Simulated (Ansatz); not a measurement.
Reaction (ligand exchange at the Si–S bond): `CO[Si](F)(F)S[Si](Cl)(Cl)OC` + H–F → `CO[Si](F)(F)F` + `CO[Si](S)(Cl)Cl`

Computed with Ansatz on PBE0-D4/def2-TZVP structures; ΔE is electronic, products minus reactants. CCSD(T)/CBS is the MP2 limit (def2-TZVPP, def2-QZVPP) plus CCSD(T) − MP2 in def2-TZVPP, frozen cores. This one scheme is used for every species. DFT in def2-TZVPP. Each species was taken in one conformer, which may not be the lowest.

```tsv
level	ΔE (kJ/mol)
PBE0-D4	-73.0
HF/CBS(def2)	-124.3
```

(1) What does CCSD(T)/CBS give? (Estimate.)

Largest T1 diagnostic among the species: 0.011.

## Answers

(1) The calculation gave: -84.5 kJ/mol. The listed levels differ from it by 11.5, -39.8 kJ/mol.

In def2-TZVPP, CCSD(T) changes the Hartree–Fock value by +32.0 kJ/mol (the triples alone add +6.4 kJ/mol) and MP2 by +38.5 kJ/mol. The D4 term adds +22.8 kJ/mol with B3LYP and +13.4 kJ/mol with PBE0; it sums over pairs of atoms, weighted by their polarisabilities, and B3LYP, whose exchange is more repulsive, gets the larger term.

B3LYP here is the variant with VWN-RPA as its local correlation; programs differ in this.
